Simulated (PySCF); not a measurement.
H₇NSSi₂. Atoms are numbered in the order given.

```xyz
11

Si     1.4083    -1.1557     1.1672
S      0.6728    -0.3451    -0.6889
Si    -1.0796     0.7367     0.0349
N     -1.9362     1.5182    -1.2397
H      0.4012    -2.0508     1.8079
H      1.7511    -0.0742     2.1362
H      2.6308    -1.9353     0.8350
H     -1.9933    -0.2363     0.6934
H     -0.6270     1.7715     1.0042
H     -1.5235     2.3278    -1.6946
H     -2.4532     0.9570    -1.9107
```

Geometry: B3LYP-D3(BJ)/def2-SVP. Other conformers were not sampled.

These are PySCF with PBE/pcSseg-1 values and carry that method's errors.

GIAO shieldings, no solvent; atoms alike by connectivity are averaged. δ = σ(ref) − σ: ²⁹Si against TMS (σ = 335.4 ppm); ³³S against H2S (σ = 706.5 ppm); ¹⁵N against NH3 (σ = 267.0 ppm); ¹H against TMS (σ = 31.49 ppm), references at their B3LYP-D3(BJ)/def2-TZVP geometries, non-relativistic.

```csv
atoms,nucleus,count,δ (ppm)
Si3,²⁹Si,1,-20.5
Si1,²⁹Si,1,___
S2,³³S,1,-39.2
N4,¹⁵N,1,29.5
"H8, H9",¹H,2,___
"H5, H6, H7",¹H,3,4.86
"H10, H11",¹H,2,___
```

### Question
What belongs in the gaps? (Estimate from the structure and the level; the computed values follow.)

### Answer

- H10, H11, δ (ppm): 1.08
- H8, H9, δ (ppm): 5.65
- Si1, δ (ppm): -61.9
